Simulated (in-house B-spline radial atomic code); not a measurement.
# Ti XIX (Ti18+): 1s1 2s2 2p1 (with a hole in an inner shell)

Level of theory: Dirac-Hartree-Fock, average of configuration, Fermi nucleus of rms radius 3.5921 fm; calculated with a radial B-spline atomic code at the basis-set limit.

Effective charges: Z_r = [3n² - l(l+1)]/(2<r>) from the radius, Z_e = n√(-2ε) from the energy, and Slater's rules. Values are occupation-weighted means over j.

```json
{"shell": "1s", "electrons": "1", "ε (eV)": "-6265", "<r> (bohr)": "0.06836", "Z_r": "21.94", "Z_e": "21.46", "Slater": "22.00"}
{"shell": "2s", "electrons": "2", "ε (eV)": "-1370.4", "<r> (bohr)": "0.2856", "Z_r": "21.01", "Z_e": "20.07", "Slater": "20.45"}
{"shell": "2p", "electrons": "1", "ε (eV)": "-1345.4", "<r> (bohr)": "0.2425", "Z_r": "20.62", "Z_e": "19.89", "Slater": "20.45"}
```

The least bound orbital is 2p3/2 at -1343 eV, while the most diffuse is 2s1/2 (<r> = 0.2856 bohr against 0.2432 bohr): energy order and size order differ. The part-filled 1s shell lies below the filled 2s shell in orbital energy.

Spin-orbit splittings of the orbital energies (j = l + 1/2 above j = l - 1/2 when positive): 2p 8.683 eV.

For the 1s electron the small component carries 0.64 % of the norm, the zero-frequency Breit interaction raises the level by 0.5627 eV, self-energy by 2.395 eV, and vacuum polarisation lowers it by 0.1862 eV.
